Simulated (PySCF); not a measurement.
Job file and geometry (Å, from GFN2-xTB) of an NMR shielding run on `CN([B@H-]([N+]#C)C#CC)C`, C6H11BN2, PySCF, GIAO PBE0/pcSseg-1 NMR shielding, non-relativistic, gas phase; density fitting, a coarse starting grid and PySCF grid level 2 are the driver's defaults:

```
$ OMP_NUM_THREADS=1 python probes_run.py task.json out

{"job": {"kind": "nmr", "xc": "PBE0", "basis": "pcSseg-1"}, "charge": 0, "multiplicity": 1}
C     -1.207180     0.145542    -2.183724
N     -0.619132     0.885691    -1.519784
B     -0.044358     1.089633    -0.042786
C      1.343026     0.406352    -0.141280
C      2.420829    -0.123455    -0.209184
C      3.725608    -0.755533    -0.268619
N     -1.044779     0.332074     0.749924
C     -1.185934    -1.060693     0.491662
C     -2.288512     0.968642     1.096819
H     -1.732279    -0.478668    -2.851340
H     -0.027799     2.253987     0.166324
H      3.670818    -1.774132     0.117969
H      4.442945    -0.191715     0.328248
H      4.077588    -0.789979    -1.300406
H     -1.808606    -1.540714     1.248789
H     -1.664614    -1.242508    -0.504806
H     -0.203290    -1.529795     0.474087
H     -3.018972     0.939366     0.271801
H     -2.102329     2.008322     1.354466
H     -2.738180     0.468262     1.959411
```

Question: What does the program print?

Answer: 
```
coarse grid: 16552 points
cycle   1  E = -368.8643463565  dE =  1.191e+00  |g| = 6.136e-01  |ddm| = 4.141e+00
cycle   2  E = -368.4875773660  dE =  3.768e-01  |g| = 1.358e+00  |ddm| = 2.211e+00
cycle   3  E = -368.9684869242  dE = -4.809e-01  |g| = 2.149e-01  |ddm| = 1.557e+00
cycle   4  E = -368.9789942367  dE = -1.051e-02  |g| = 5.618e-02  |ddm| = 2.588e-01
cycle   5  E = -368.9795749363  dE = -5.807e-04  |g| = 2.710e-02  |ddm| = 7.639e-02
cycle   6  E = -368.9797059945  dE = -1.311e-04  |g| = 1.036e-02  |ddm| = 2.300e-02
cycle   7  E = -368.9797298773  dE = -2.388e-05  |g| = 1.950e-03  |ddm| = 9.443e-03
cycle   8  E = -368.9797307283  dE = -8.510e-07  |g| = 3.723e-04  |ddm| = 2.132e-03
final grid: 159536 points
cycle   9  E = -369.0297326956  dE = -5.741e-05  |g| = 8.469e-03  |ddm| = 4.907e-02
cycle  10  E = -369.0297241634  dE =  8.532e-06  |g| = 1.045e-02  |ddm| = 2.105e-02
cycle  11  E = -369.0297493865  dE = -2.522e-05  |g| = 3.153e-03  |ddm| = 1.215e-02
cycle  12  E = -369.0297516370  dE = -2.251e-06  |g| = 5.527e-04  |ddm| = 2.659e-03
cycle  13  E = -369.0297516807  dE = -4.368e-08  |g| = 3.449e-04  |ddm| = 5.998e-04
cycle  14  E = -369.0297517067  dE = -2.604e-08  |g| = 5.847e-05  |ddm| = 2.517e-04
cycle  15  E = -369.0297517074  dE = -6.942e-10  |g| = 2.575e-05  |ddm| = 7.492e-05
converged SCF energy = -369.0297517074

GIAO shielding tensors (ppm)
atom      isotropic    diamagn.    paramagn.     s11        s22        s33       span
  0 C       66.057     263.465    -197.407    -11.719     31.827    178.065    189.784
  1 N       32.686     334.437    -301.751   -171.046    -25.180    294.283    465.328
  2 B      109.285     193.532     -84.247     89.594    113.977    124.284     34.691
  3 C       89.113     260.256    -171.142     -5.308     -1.264    273.911    279.220
  4 C       89.552     277.781    -188.229      3.659      9.699    255.297    251.638
  5 C      181.161     252.034     -70.873    173.621    173.797    196.065     22.444
  6 N      212.480     327.156    -114.677    182.147    223.606    231.685     49.538
  7 C      141.984     250.724    -108.740    116.050    130.306    179.595     63.545
  8 C      142.300     244.842    -102.543    113.000    124.724    189.174     76.173
  9 H       25.266      31.476      -6.210     21.068     23.865     30.864      9.796
 10 H       28.302      30.974      -2.672     26.390     27.162     31.354      4.964
 11 H       29.863      30.943      -1.081     24.448     28.764     36.376     11.928
 12 H       29.711      27.169       2.542     24.476     27.830     36.827     12.351
 13 H       29.851      28.264       1.587     24.649     28.343     36.560     11.911
 14 H       29.118      32.050      -2.933     24.990     27.116     35.247     10.258
 15 H       31.319      34.501      -3.182     29.004     31.475     33.479      4.475
 16 H       28.875      34.102      -5.226     22.577     27.416     36.633     14.056
 17 H       30.409      29.633       0.776     25.966     28.202     37.060     11.094
 18 H       29.067      29.150      -0.084     24.291     26.527     36.382     12.091
 19 H       29.406      29.074       0.332     24.716     26.674     36.829     12.113
```

Size and cost of the density-fitted run: 208 basis functions, 58 s wall time on 1 thread of an Arm Neoverse V1, shared host; peak memory 0.94 GiB.
